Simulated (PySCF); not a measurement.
First SCF of a structure search on singlet ReO₂⁻, at a hand-made side-on geometry. PySCF input:

```python
from pyscf import gto, scf, dft
mol = gto.M(atom='''
Re     0.000000     0.000000     0.000000
O      0.700000     0.000000     1.850851
O     -0.700000     0.000000     1.850851''',
    basis={'Re': 'def2-SVPD', 'O': 'def2-SVPD'},
    ecp={'Re': 'def2-SVPD'},
    charge=-1, spin=0)
mf = dft.RKS(mol, xc='PBE0')
mf.grids.atom_grid = (50, 194)
aux = {'Re': 'def2-universal-JKFIT', 'O': 'def2-universal-JKFIT'}
mf = mf.density_fit(auxbasis=aux)
mf.conv_tol = 1e-08
mf.diis_space = 10
mf.max_cycle = 60
mf.init_guess = 'minao'
mf.verbose = 4
mf.kernel()
```

Excerpt of the output (cycles and frontier levels):

```
init E= -216.303356387129
  HOMO = -0.436525446303246  LUMO = -0.430532932566277  gap/eV = 0.16306
cycle= 1 E= -227.880915402704  delta_E= -11.6  |g|= 0.886  |ddm|= 7.98
  HOMO = 0.189898372841467  LUMO = 0.22034565356779  gap/eV = 0.82851
cycle= 2 E= -224.919291829297  delta_E= 2.96  |g|= 2.67  |ddm|= 9.73
  HOMO = 0.0135477408274451  LUMO = 0.0247692553595006  gap/eV = 0.30535
cycle= 3 E= -228.012178599833  delta_E= -3.09  |g|= 1.02  |ddm|= 9.26
  HOMO = 0.0477366470450059  LUMO = 0.0772066900829067  gap/eV = 0.80192
cycle= 4 E= -228.185343560105  delta_E= -0.173  |g|= 0.554  |ddm|= 1.58
  HOMO = 0.0176231445127933  LUMO = 0.0938947322341193  gap/eV = 2.07546
cycle= 5 E= -228.263728235662  delta_E= -0.0784  |g|= 0.104  |ddm|= 0.763
  HOMO = 0.00649086307529428  LUMO = 0.0996926098497903  gap/eV = 2.53615
cycle= 6 E= -228.267337799745  delta_E= -0.00361  |g|= 0.0496  |ddm|= 0.394
  HOMO = 0.00491946750206323  LUMO = 0.100996982169567  gap/eV = 2.61440
cycle= 7 E= -228.268318221943  delta_E= -0.00098  |g|= 0.0149  |ddm|= 0.152
  HOMO = 0.00489934952526332  LUMO = 0.101655416118472  gap/eV = 2.63287
cycle= 8 E= -228.268413973798  delta_E= -9.58e-05  |g|= 0.00928  |ddm|= 0.0695
  HOMO = 0.00605389078817636  LUMO = 0.102736674853272  gap/eV = 2.63087
cycle= 9 E= -228.268447686777  delta_E= -3.37e-05  |g|= 0.00465  |ddm|= 0.0164
  HOMO = 0.00718289974110376  LUMO = 0.103516626242837  gap/eV = 2.62137
cycle= 10 E= -228.268462925972  delta_E= -1.52e-05  |g|= 0.000788  |ddm|= 0.0205
  HOMO = 0.00710766168209035  LUMO = 0.103423528021212  gap/eV = 2.62089
cycle= 11 E= -228.268463568519  delta_E= -6.43e-07  |g|= 0.000167  |ddm|= 0.00418
  HOMO = 0.0071030088947497  LUMO = 0.10339002530161  gap/eV = 2.62010
cycle= 12 E= -228.268463677653  delta_E= -1.09e-07  |g|= 0.000102  |ddm|= 0.002
  HOMO = 0.00709694821384614  LUMO = 0.103381095537203  gap/eV = 2.62003
cycle= 13 E= -228.268463690138  delta_E= -1.25e-08  |g|= 1.7e-05  |ddm|= 0.000661
  HOMO = 0.00710022581588742  LUMO = 0.103384387693856  gap/eV = 2.62003
cycle= 14 E= -228.268463690372  delta_E= -2.34e-10  |g|= 4.24e-06  |ddm|= 7.53e-05
  HOMO = 0.00710045338097582  LUMO = 0.103384750255343  gap/eV = 2.62003
Extra cycle  E= -228.268463690368  delta_E= 4.32e-12  |g|= 8.12e-06  |ddm|= 2.52e-05
converged SCF energy = -228.268463690368
```

No lower solution of this spin was found from smeared starts or by a stability analysis within the restricted form, which does not test spin polarisation.

At the minimum of this search the closed-shell solution is unstable towards spin polarisation, so a lower open-shell solution exists. Spin–orbit coupling, left out here, can matter for elements this heavy.

The search for the lowest solution, 3 starts and the stability check together, took 5.5 s on 2 threads of a shared Arm Neoverse V1 host, with 81 basis functions; the process peaked at 0.34 GiB.
